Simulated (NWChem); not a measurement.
# ZnHBr; SMILES [ZnH][Br]

```xyz
3

Zn     0.0000     0.0000    -1.1433
H      0.0000     0.0000    -2.6735
Br     0.0000     0.0000     1.1010
```
Atoms are numbered in this order, from 1.

Program: NWChem. Coordinates come from a PBE0/def2-SVP optimisation. GIAO values for the isolated, static molecule; σ is the absolute isotropic shielding, δ = σ(reference) − σ with the isolated reference molecule computed at the same levels (1H: tetramethylsilane). Spin-orbit effects, on the heavy nuclei and on their neighbours, are missing.

Problem. Predict the results for KT2/pcSseg-1. Quantities: σ Zn1 (ppm); δ H2 (ppm); σ Br3 (ppm).

Solution. σ Zn1 (ppm): 1687.4
δ H2 (ppm): 4.90
σ Br3 (ppm): 2723.6
